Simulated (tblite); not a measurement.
Species: C6H15NSi.
Cartesian coordinates in Å at the GFN2-xTB level; atoms count from 1:
```xyz
23
C6H15NSi angstrom
C      3.7154   -0.4159   -0.4191
N      2.7341   -0.1633   -1.4184
C      1.5132   -0.0498   -1.1385
Si     0.6364   -0.1644    0.5543
C     -1.2353    0.1251    0.2759
C     -1.9645    0.0216    1.6152
C     -1.8087   -0.9266   -0.6752
C     -1.4834    1.5159   -0.3104
H      3.3037   -0.5218    0.5921
H      4.2504   -1.3251   -0.6974
H      4.4334    0.4053   -0.4396
H      0.8880    0.1429   -2.0088
H      0.8406   -1.4960    1.1424
H      1.1522    0.8640    1.4696
H     -1.6053    0.7762    2.3121
H     -3.0367    0.1676    1.4806
H     -1.8105   -0.9568    2.0660
H     -2.8790   -0.7709   -0.8135
H     -1.6631   -1.9299   -0.2785
H     -1.3344   -0.8752   -1.6534
H     -2.5510    1.6816   -0.4580
H     -1.1111    2.2895    0.3585
H     -0.9891    1.6330   -1.2728
```

All values are computed: GFN2-xTB (tblite) harmonic vibrations without scaling, gas phase. Against measured fundamentals such values can be off by several per cent, at times by over 20. Modes of hydrogen on silicon can be 10 to 20 % off. One conformer, not necessarily the lowest.

Harmonic wavenumbers (cm⁻¹): 36.2, 64.3, 100.3, 143.2, 192.9, 203.6, 230.7, 238.4, 265.1, 267.2, 325.8, 370.3, 379.1, 389.8, 496.3, 512.5, 617.6, 624.9, 714.2, 724.8, 773.9, 813.6, 894.8, 966.2, 973.4, 974.3, 1019.9, 1034.6, 1035.5, 1094.0, 1119.6, 1222.3, 1224.2, 1241.1, 1319.9, 1383.5, 1414.7, 1415.7, 1436.5, 1455.5, 1463.6, 1499.6, 1501.8, 1502.7, 1516.7, 1517.4, 1519.2, 1725.1, 2203.0, 2211.8, 2902.2, 2961.4, 2982.1, 2992.3, 2993.3, 2998.4, 2999.8, 3013.5, 3019.7, 3021.9, 3026.5, 3027.9, 3028.9.

A = 3369, B = 831.3, C = 789.8 MHz; mass 129.097 u (most abundant isotopes); point group Cs, symmetry number 1.

Q: What is the zero-point energy?

A: ½Σν̃ = 42670 cm⁻¹ = 122.00 kcal/mol.

Q: Give the ideal-gas entropy at 298.15 K and 1 bar in the rigid-rotor, harmonic-oscillator model (classical rotation).

A: Translation 40.51, rotation 29.36, vibration 35.87: S = 105.7 cal/(mol K).

Q: And Cp and H(298.15 K) − H(0)?

A: Cp = 45.10 cal/(mol K), of which vibrations give 37.15 (their classical limit is 63 R = 125.2); H(298.15 K) − H(0) = 8.06 kcal/mol without the zero-point energy, 5.69 from vibrations.

Q: Which modes carry the vibrational entropy at 298.15 K?

A: 36.2 cm⁻¹: 5.46; 64.3 cm⁻¹: 4.32; 100.3 cm⁻¹: 3.45; 143.2 cm⁻¹: 2.76; 192.9 cm⁻¹: 2.20; 203.6 cm⁻¹: 2.10 cal/(mol K); the other 57 give 15.58 together.

Q: Blend soft modes into free rotors: weight 1/[1 + (100 cm⁻¹/ν̃)⁴] for the oscillator and the rest for a rotor with moment μB/(μ + B), μ = h/(8π²ν), B = 10⁻⁴⁴ kg m². What vibrational entropy results?

A: 33.12 cal/(mol K) in place of 35.87, which changes −T·S at 298.15 K by +0.82 kcal/mol.

Q: What must be added to the electronic energy to get the Gibbs energy at 298.15 K and 1 bar?

A: ZPE + [H(298.15 K) − H(0)] − T·S = 122.00 + 8.06 − 31.53 = 98.53 kcal/mol.

Q: How do the functions run with temperature in this model?

A: 
```tsv
T (K)	S (cal/(mol K))	Cp (cal/(mol K))	H − H(0) (kcal/mol)	G − H(0) (kcal/mol)	ln q(vib)
150	81.2	28.0	2.63	-9.55	3.63
250	98.3	39.6	6.02	-18.55	6.89
400	120.6	56.2	13.23	-35.00	11.69
600	147.0	74.4	26.39	-61.81	17.88
900	181.0	93.1	51.72	-111.16	26.58
```

q(vib) and H(0) count from the zero-point level.

Hindered rotation and anharmonicity are outside this model. Other conformers, if any are populated, would add a mixing term that is left out.
